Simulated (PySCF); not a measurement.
Input file for PySCF: R-B3LYP/6-311+G** on H2S2Si (SMILES S[Si]S), a point of a torsion scan.

```python
from pyscf import gto, scf, dft, mp
from pyscf.data.elements import chemcore

mol = gto.M(
    atom='''
    S     1.66878824   -0.12975773   -0.26777826
    Si   -0.14965598   -1.28401738   -0.60352298
    S    -1.55272938    0.18174130   -1.40016590
    H     1.30492941    1.08652442   -0.66512637
    H    -0.82003506    1.29203310   -1.41242704
    ''',
    basis='6-311+g**',
    charge=0, spin=0, verbose=3, max_memory=1800)
mf = dft.RKS(mol, xc='b3lyp')
mf.conv_tol = 1e-8
mf.max_cycle = 100
mf.kernel()
if not mf.converged:
    mf = mf.newton().run(mf.mo_coeff, mf.mo_occ)
```

Output:

```
converged SCF energy = -1087.18237562877
```

The run converged.

Cost: roughly 10 core-seconds.
